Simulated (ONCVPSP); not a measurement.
## bismuth: excitation energies, all-electron against ONCV

```
Element                 : bismuth (Bi)
Generator               : ONCVPSP 4.0.1
Type                    : optimised norm-conserving Vanderbilt (ONCV)
Functional              : PBE
Relativity              : scalar-relativistic
Frozen core             : [Xe] 4f14 5d10
Valence charge          : 5
Reference configuration : 6s2 6p2 (charge +1)
Partial waves           : 6s: rc 1.95 bohr, ncon 4, nbas 8, qcut 2.9 1/bohr, 2 projectors, debl 3 Ha; 6p: rc 2.25 bohr, ncon 3, nbas 7, qcut 4.4 1/bohr, 3 projectors, debl 1.1 Ha
Local potential         : polynomial inside 1.20 bohr (lpopt 4, dvloc0 0 Ha)
Core correction         : Teter function, fcfact 2.75, rcfact 1.15
```

Energies are relative to the spin-unpolarised reference configuration 6s2 6p2; without spin polarisation the order of configurations can differ from experiment.

```
valence configuration  charge  ΔE all-electron (eV)  error AE − PS (meV)
              6s2 6p3       0                -7.913                 +8.2
              6s2 6p0      +3                38.590                  +41
```

(1) What are ΔE and the potential's error for 6s2 6p1?

(2) What are ΔE and the potential's error for 6s0 6p5?

Note: ghosts flagged at negative energy: s at -37.3 eV, p at -144.8 eV; GHOST(+) flagged for p at 59.4 eV. A true bound ghost makes a file unfit for plane-wave use.

Answers

(1) ΔE = 15.247 eV all-electron; the error (AE − PS) is +0.5 meV.

(2) ΔE = 12.589 eV all-electron; the error (AE − PS) is +11 meV.
